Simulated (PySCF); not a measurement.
# Spin states of ZrBr

Unrestricted PBE0; basis Zr def2-TZVPPD with ECP28, Br def2-TZVPPD; scalar-relativistic core potentials; PySCF 2.14. Outer shells of the fragments: Zr 4d2 5s2; Br 3d10 4s2 4p5.

Followed along the bond (rough minima from three points):

```csv
2Ms+1,unpaired,⟨S²⟩ at the start,R at minimum (Å),Te (eV)
4,"σ ↑, π ↑, δ ↑",3.76,2.53,0.00
4,"σ ↑, π ↑, δ ↑",3.76,2.53,0.01
4,"σ ↑, δ ↑↑",3.76,2.49,0.03
2,δ ↑,1.36,2.45,0.16
2,π ↑,1.61,2.50,0.22
4,"σ ↑↑, δ ↑",3.76,2.56,0.48
```

Solutions found at the starting distance of 2.520 Å, counted from the lowest of them; the search is not exhaustive and high or unbound solutions are not listed, so other states can lie among these:

| 2Ms+1 | unpaired | term | E (eV) | ⟨S²⟩ | ⟨Lz²⟩ | μ (D) |
| --- | --- | --- | --- | --- | --- | --- |
| 4 | σ ↑, π ↑, δ ↑ | mixed | 0.00 | 3.76 | 4.90 | -3.61 |
| 4 | σ ↑, π ↑, δ ↑ | mixed | 0.01 | 3.76 | 4.96 | -3.79 |
| 4 | σ ↑, δ ↑↑ | ⁴Σ⁻ | 0.03 | 3.76 | 0.00 | -4.39 |
| 2 | δ ↑ | mixed | 0.18 | 1.36 | 4.29 | -3.15 |
| 2 | π ↑ | mixed | 0.23 | 1.61 | 3.42 | -3.43 |
| 4 | σ ↑↑, δ ↑ | ⁴Δ | 0.49 | 3.76 | 4.01 | -0.95 |
| 4 | σ ↑, π ↑↑ | ⁴Σ⁻ | 0.55 | 3.75 | 0.00 | -3.36 |
| 2 | σ ↑, π ↓, δ ↑ | mixed | 0.55 | 1.75 | 4.83 | -4.29 |
| 2 | σ ↓, π ↑, δ ↑ | mixed | 0.73 | 1.75 | 5.40 | -3.90 |
| 2 | σ ↓, δ ↑↑ | mixed | 0.94 | 1.75 | 0.00 | -1.77 |

A term symbol is given only where ⟨S²⟩ and ⟨Lz²⟩ are close to those of a pure state; real π, δ and φ orbitals otherwise mix terms. A positive dipole means Zr(−)Br(+).

Spin–orbit coupling is left out. The state is the lowest single determinant that the PBE0 search found; with open d or f shells the true ground state can be another one.
